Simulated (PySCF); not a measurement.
Excitation energy of F²⁺ by level of theory

F²⁺ [He] 2s2 2p3 (4S) → F²⁺ [He] 2s1 2p3 3d1 (6D), as a difference of total energies. Calculation: PySCF 2.14, in aug-cc-pCVTZ-DK; the spin-free X2C one-electron Hamiltonian (Gaussian nucleus). Correlated levels: valence: 1s2 frozen. The calculations carry no spin-orbit coupling.

```tsv
method	excitation energy (eV)
UHF	57.540
MP2 (valence)	59.379
SCS-MP2 (valence)	59.886
CCSD (valence)	59.612
CCSD(T) (valence)	59.642
```

Problem. How much does correlation contribute at CCSD(T) (valence)?

Solution. 59.642 − (57.540) = 2.102 eV, measured against UHF.

The promoted electron is Rydberg-like, and one or two diffuse shells describe it only roughly, which tends to raise the upper state.
